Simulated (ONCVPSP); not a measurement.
## Mn (Z = 25): excitation energies, all-electron against ONCV

```
Element                 : manganese
Generator               : ONCVPSP 4.0.1
Type                    : optimised norm-conserving Vanderbilt (ONCV)
Functional              : PBE
Relativity              : scalar-relativistic
Frozen core             : [Ne]
Valence charge          : 15
Reference configuration : 3s2 3p6 3d5 4s2
Partial waves           : 3s+4s: rc 1.60 bohr, ncon 3, nbas 8, qcut 7.7 1/bohr, 2 projectors; 3p: rc 1.05 bohr, ncon 4, nbas 7, qcut 16.7 1/bohr, 1 projector; 3d: rc 1.90 bohr, ncon 4, nbas 9, qcut 10.1 1/bohr, 3 projectors, debl 2.6 Ha; f scattering state at 0.06 Ha: rc 1.60 bohr, ncon 4, nbas 7, qcut 6.8 1/bohr, 3 projectors, debl 2.8 Ha
Local potential         : polynomial inside 0.85 bohr (lpopt 2, dvloc0 2 Ha)
Core correction         : Teter function, fcfact 2.25, rcfact 1.5
```

Energies are relative to the spin-unpolarised reference configuration 3s2 3p6 3d5 4s2; without spin polarisation the order of configurations can differ from experiment.

```json
{"valence configuration": "3s2 3p6 3d5 4s1", "charge": "+1", "ΔE all-electron (eV)": "8.416", "error AE − PS (meV)": "+0.5"}
{"valence configuration": "3s2 3p6 3d4 4s2 4p1", "charge": "0", "ΔE all-electron (eV)": "7.801", "error AE − PS (meV)": "+98"}
```

What are ΔE and the potential's error for 3s2 3p6 3d4 4s0?

ΔE = 56.534 eV all-electron; the error (AE − PS) is +46 meV.

What are ΔE and the potential's error for 3s2 3p6 3d5 4s0?

ΔE = 24.015 eV all-electron; the error (AE − PS) is +2.1 meV.
